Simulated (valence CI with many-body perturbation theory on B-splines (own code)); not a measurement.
Valence orbitals of Rh XXX

Computed by relativistic CI+MBPT: six valence electrons over a frozen Dirac-Fock core [Ne], radial functions for each j: 9 s, 9 p, 8 d, 6 f, 3 g, 1 h, with the one-electron correlation potential Σ1 (screened to all orders), the two-electron term Σ2, the three-electron term Σ3, Breit, model QED; selected single and double excitations, second order for the rest, scaled by the run's own slope (own B-spline code, finite nucleus).

The last digits are not significant, and no measured levels were compared; by estimate large intervals hold to a few tenths of a per cent, small ones and those within an open d or f shell to about a per cent. Among the levels kept, up to 1500 cm⁻¹ of a level comes from second order outside the variational space, and about a tenth of that is noise between levels of different J, which matters for small intervals.

These are the spectroscopic orbitals of the CI (the correlating ones are not listed), shaped by the core and the other valence electrons. h is the expectation value of the core's Dirac-Fock operator, without the valence repulsion; Σ1 is computed up to l = 3 at one energy for each symmetry, that of its lowest orbital but kept below the first core excitation, so for empty shells it is not the orbital's own correlation shift; Breit and QED include the response of the core.

| Orbital | h (hartree) | Σ1 (cm⁻¹) | Breit (cm⁻¹) | QED (cm⁻¹) | ⟨r⟩ (bohr) |
| --- | --- | --- | --- | --- | --- |
| 3s1/2 | -78.165 | -6023 | 7317 | 5381 | 0.3493 |
| 4s1/2 | -42.214 | -1904 | 2707 | 2040 | 0.6620 |
| 5s1/2 | -26.362 | -848 | 1267 | 969 | 1.078 |
| 6s1/2 | -18.02 | -457 | 700 | 538 | 1.592 |
| 3p1/2 | -75.286 | -7511 | 11986 | -191 | 0.3356 |
| 4p1/2 | -41.004 | -2357 | 4500 | -68.4 | 0.6569 |
| 5p1/2 | -25.752 | -1060 | 2147 | -32.1 | 1.081 |
| 6p1/2 | -17.67 | -574 | 1197 | -17.7 | 1.602 |
| 3p3/2 | -73.904 | -7064 | 7346 | 331 | 0.3429 |
| 4p3/2 | -40.447 | -2257 | 2728 | 129 | 0.6667 |
| 5p3/2 | -25.474 | -1022 | 1347 | 62.8 | 1.093 |
| 6p3/2 | -17.512 | -556 | 750 | 35.4 | 1.617 |
| 3d3/2 | -70.174 | -8519 | 5311 | -212 | 0.3007 |
| 4d3/2 | -38.976 | -2259 | 1843 | -71.4 | 0.6392 |
| 5d3/2 | -24.753 | -993 | 873 | -33.7 | 1.075 |
| 3d5/2 | -69.871 | -8144 | 2454 | -42.3 | 0.3029 |
| 4d5/2 | -38.847 | -2156 | 847 | -6.6 | 0.6418 |
| 5d5/2 | -24.687 | -948 | 407 | -1.7 | 1.079 |
| 4f5/2 | -38.024 | -1671 | 130 | -20.6 | 0.5724 |
| 5f5/2 | -24.27 | -829 | 89.8 | -11.4 | 1.018 |
| 4f7/2 | -37.972 | -1640 | 25.6 | 5.1 | 0.5735 |
| 5f7/2 | -24.243 | -813 | 17.7 | 1.6 | 1.020 |
| 5g7/2 | -24.079 |  | 1.9 | -3.9 | 0.9088 |
| 5g9/2 | -24.064 |  | 0.1 | 2.9 | 0.9095 |

Among the shells of the start configuration 3s2 3p4, Σ1 is largest in size for 3p1/2, where it is 0.045 % of h.

Lowest root of each symmetry, sizes in configuration state functions:

```tsv
J	Parity	Roots	Reference	Variational	Second order	Change by selected CI (cm⁻¹)	Change by second order (cm⁻¹)
0	even	3	19	60415	484858	-24974	-21
1	even	2	32	55750	1219327	-25080	-167
2	even	3	47	53071	1866920	-25350	-200
0	odd	5	32	60000	538275	-25227	-49
1	odd	10	84	59780	1619194	-22243	-556
2	odd	10	106	56554	3193934	-18862	-1141
3	odd	8	98	54046	3617909	-25068	-1362
4	odd	5	69	53794	3143274	-25250	-1124
5	odd	1	38	56573	1750709	-29411	-694
```
